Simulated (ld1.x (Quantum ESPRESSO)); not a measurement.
Transferability test, TM potential for Zn (Z = 30)

ld1.x (Quantum ESPRESSO) 7.5 input, shortened:

```
&input
   title='Zn', zed=30., rel=1, dft='PZ', iswitch=3,
   config='[Ar] 3d10 4s2 4p0'
 /
 &inputp
   pseudotype=2, tm=.true., lloc=2,
   nlcc=.false.
 /
3
4S  1  0   2.00   0.00  1.95  1.95  0.0
4P  2  1   0.00   0.00  2.85  2.85  0.0
3D  3  2  10.00   0.00  0.90  0.90  0.0
 &test
   configts(1)='3d10 4s2 4p0'
 /
```

Energies are relative to the spin-unpolarised reference configuration 3d10 4s2 4p0; without spin polarisation the order of configurations can differ from experiment. Spin-polarised rows fill each open shell by Hund’s rule, majority spin first. Not all tests gave a result: 1 of 9 tests not solved or not reliable. Left out of the table: 3d9 4s2 4p0 (solver errors, printed error -25.4 eV).

Question: Give the all-electron excitation energy and the error of the potential for: 3d10 4s1 4p0; 3d10 4s0 4p0; 3d9 4s0 4p0; 3d10 4s1 4p1; 3d10 4s0 4p1; 3d10 4s1.5 4p0; 3d10 4s1 4p0 (spin-polarised); 3d9 4s0 4p0 (spin-polarised).

Answer:

```json
{"valence configuration": "3d10 4s1 4p0", "charge": "+1", "ΔE all-electron (eV)": "10.190", "error AE − PS (meV)": "-2.6"}
{"valence configuration": "3d10 4s0 4p0", "charge": "+2", "ΔE all-electron (eV)": "28.959", "error AE − PS (meV)": "-18"}
{"valence configuration": "3d9 4s0 4p0", "charge": "+3", "ΔE all-electron (eV)": "69.849", "error AE − PS (meV)": "+55"}
{"valence configuration": "3d10 4s1 4p1", "charge": "0", "ΔE all-electron (eV)": "5.184", "error AE − PS (meV)": "+0.8"}
{"valence configuration": "3d10 4s0 4p1", "charge": "+1", "ΔE all-electron (eV)": "16.614", "error AE − PS (meV)": "+5.5"}
{"valence configuration": "3d10 4s1.5 4p0", "charge": "+0.5", "ΔE all-electron (eV)": "4.078", "error AE − PS (meV)": "-0.7"}
{"valence configuration": "3d10 4s1 4p0 (spin-polarised)", "charge": "+1", "ΔE all-electron (eV)": "9.942", "error AE − PS (meV)": "+5.2"}
{"valence configuration": "3d9 4s0 4p0 (spin-polarised)", "charge": "+3", "ΔE all-electron (eV)": "69.578", "error AE − PS (meV)": "+259"}
```

These tests converged, but a pseudo level misses the all-electron one widely, so the file describes the atom poorly there or has found another state: 3d9 4s0 4p0: empty 4s by 6.3 eV (a node warning on the way).

Note: ghost states, extra bound levels that the all-electron valence spectrum of the same l lacks: s at -561.3 eV, p at -235.1 eV. A true bound ghost makes a file unfit for plane-wave use.
